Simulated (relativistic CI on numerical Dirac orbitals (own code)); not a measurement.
## Ions with 21 electrons, Sc to Kr¹⁵⁺

These numbers are calculated, not measured: Dirac-Coulomb-Breit CI, KLI orbitals optimised for each configuration, model QED (radiative potential, 1s self-energy scaled to tabulated hydrogen-like ionisation energies), valence Slater integrals scaled by 0.9, P86 correlation energy added to each configuration (own radial code, finite nucleus).

CI space (outside the closed core [Ne]): 3s2 3p6 3d3, 3s2 3p6 3d 4s2, 3s2 3p6 3d2 4s, 3s2 3p5 3d4, 3s 3p6 3d4, 3p6 3d5, 3s2 3p6 3d2 4p. Levels of other configurations are missing.

Energies above each ion's lowest level, in cm⁻¹. Levels are followed by their leading LS label, which can pass from one level to another where the coupling changes.

```
  Ion  3s2 3p6 3d3 4F_3/2  3s2 3p6 3d3 4F_5/2  3s2 3p6 3d3 4F_7/2  3s2 3p6 3d3 4F_9/2  3s2 3p6 3d3 2G_7/2  3s2 3p6 3d3 2G_9/2  3s2 3p6 3d3 4P_1/2
   Sc                                                                                                                                            
  Ti⁺              1451.7              1513.9              1599.0              1705.4             10487.4             10581.1             10769.8
  V²⁺                 0.0               130.9               308.7               528.9             12811.1             13011.1             12200.2
 Cr³⁺                 0.0               222.7               523.1               892.1             15570.8             15899.4             14655.6
 Mn⁴⁺                 0.0               342.1               799.9              1357.2             18115.7             18601.9             16947.8
 Fe⁵⁺                 0.0               494.8              1151.3              1942.2             20576.6             21250.5             19173.0
 Co⁶⁺                 0.0               687.6              1590.7              2666.6             23015.4             23906.3             21377.1
 Ni⁷⁺                 0.0               927.9              2133.2              3550.8             25470.7             26604.9             23587.3
 Cu⁸⁺                   ?                   ?                   ?                   ?                   ?                   ?                   ?
 Zn⁹⁺                 0.0              1586.9              3593.4              5884.4             30545.4             32217.8             28095.9
Ga¹⁰⁺                 0.0              2026.3              4548.2              7378.8             33215.7             35162.8             30421.7
Ge¹¹⁺                 0.0              2555.5              5680.5              9122.5             36008.7             38217.6             32811.9
As¹²⁺                 0.0              3188.7              7012.8             11138.9             38952.2             41397.1             35279.3
Se¹³⁺                 0.0              3942.3              8569.8             13451.2             42076.7             44720.9             37838.0
Br¹⁴⁺                 0.0              4834.8             10377.5             16081.6             45415.9             48215.7             40504.0
Kr¹⁵⁺                 0.0              5887.0             12463.8             19051.0             49007.9             51917.1             43295.9
```

Fill in the row of Cu⁸⁺.

3s2 3p6 3d3 4F_3/2 0.0, 3s2 3p6 3d3 4F_5/2 1224.5, 3s2 3p6 3d3 4F_7/2 2794.8, 3s2 3p6 3d3 4F_9/2 4616.0, 3s2 3p6 3d3 2G_7/2 27972.1, 3s2 3p6 3d3 2G_9/2 29369.7, 3s2 3p6 3d3 4P_1/2 25822.0 (cm⁻¹).

In the calculation the lowest level changes from 3s2 3p6 3d 4s2 2D_3/2 to 3s2 3p6 3d2 4s 4F_3/2 at Ti⁺; from 3s2 3p6 3d2 4s 4F_3/2 to 3s2 3p6 3d3 4F_3/2 at V²⁺.

Between Z = 33 and 36 the energy of 3s2 3p6 3d3 4F_5/2 follows a local power law Z^7.0. For orientation: electrostatic splittings inside a shell grow about linearly with the screened charge, excitations that change n as its square, and fine structure as its fourth power; written in Z itself the exponents are larger, since the screened charge grows faster in proportion.

The members near neutrality are the least accurate: they can be off by several eV, miss lower levels of configurations outside the list, or start from a wrong lowest level.
